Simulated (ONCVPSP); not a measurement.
# Ranking ONCV potentials for Cd

All share these settings but for the change named:

```json
{
  "Element": "Cd (Z = 48)",
  "Generator": "ONCVPSP 4.0.1",
  "Type": "optimised norm-conserving Vanderbilt (ONCV)",
  "Functional": "PBE",
  "Relativity": "scalar-relativistic",
  "Frozen core": "[Ar] 3d10",
  "Valence charge": "20",
  "Reference configuration": "4s2 4p6 4d10 5s1 (charge +1)",
  "Partial waves": "4s+5s: rc 1.45 bohr, ncon 5, nbas 9, qcut 7.1 1/bohr, 2 projectors; 4p: rc 1.50 bohr, ncon 4, nbas 7, qcut 9.3 1/bohr, 1 projector; 4d: rc 1.50 bohr, ncon 3, nbas 8, qcut 11.8 1/bohr, 2 projectors, debl 1.4 Ha",
  "Local potential": "polynomial inside 1.40 bohr (lpopt 1, dvloc0 3 Ha)",
  "Core correction": "Teter function, fcfact 4, rcfact 1.35"
}
```

Test errors are all-electron minus pseudo excitation energies from the reference, over 4s2 4p6 4d10 5s2; 4s2 4p6 4d10 5s0; 4s2 4p6 4d9 5s0; 4s2 4p5 4d10 5s2. None of these files shows a bound ghost.

The base gives 83.3 meV.

Of 9 variants that were run, those that failed, showed a ghost or another fault, or gave nearly equal values are left out.

A variant can come out equal or close to the base, since the largest error may sit in a test that the change hardly touches while other tests move.

Task: Rank these variants by their largest absolute test error, smallest first.
A. p: rc 2.2
B. p: rc 1.32; local potential polynomial inside 1.32 bohr (lpopt 1, dvloc0 3 Ha)
C. p: rc 1.44
D. p: rc 1.62
E. p: rc 1.06; local potential polynomial inside 1.06 bohr (lpopt 1, dvloc0 3 Ha)

Result: E (40.0 meV), A (52.2 meV), B (60.4 meV), C (75.9 meV), D (96.1 meV).
